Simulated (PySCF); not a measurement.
# Two-dimensional NMR puzzle

Compound of formula C₄H₉N₃Si. Correlations simulated from computed shifts and the bond graph:

HSQC (one-bond C–H):
| δH | δC |
| --- | --- |
| 7.78 | 146.6 |
| 4.58 | 51.4 |
| 1.46 | 19.5 |

COSY cross peaks (H two or three bonds apart, from the bond graph; peaks can be absent where the dihedral angle is near 90°):
| δH | δH |
| --- | --- |
| 4.58 | 1.46 |

HMBC (two and three bonds, from the bond graph):
| δH | δC |
| --- | --- |
| 7.78 | 140.2 |
| 4.58 | 19.5 |
| 4.55 | 146.6, 140.2 |
| 1.46 | 51.4 |

Carbons without hydrogens: δ 140.2.

PySCF calculation with NMR shieldings at PBE0/pcSseg-1/GIAO and GFN2-xTB geometry; one averaged value for each set of equivalent atoms, isolated molecule, non-relativistic, one conformer.

Chemical shifts δ = σref − σ; TMS for 1H (σref 31.72), 13C (σref 186.93), all at this level.

Exchangeable hydrogens are left out of these lists.

**Question.** Which molecule is this?

**Answer.** `CCn1ncc([SiH3])n1`.

Mapped SMILES: `[CH3:1][CH2:2][n:3]1[n:4][cH:5][c:6]([SiH3:7])[n:8]1`. Hydrogens are named by the atom that carries them.

δC 146.6 is C5, an aromatic CH next to a ring nitrogen (δH 7.78). δC 140.2 is C6, a substituted aromatic carbon next to a ring nitrogen. δC 51.4 is C2, an sp3 CH2 bonded to N (δH 4.58). δC 19.5 is C1, a methyl carbon (δH 1.46). HMBC from δH 7.78 reaches the proton-free carbon C6. HMBC from δH 4.55 reaches the proton-free carbon C6. COSY links 4.58–1.46.

This is the structure that produced the data.

Shifts are as computed. Against solution values, carbons near 30 ppm lie about +3 ppm off and those near 130 ppm about +5 ppm. Of 1211 compounds with measured shifts, 218 miss one by over three times the rms of a fit or turn the order of signals round; such compounds aren't used in these exercises.
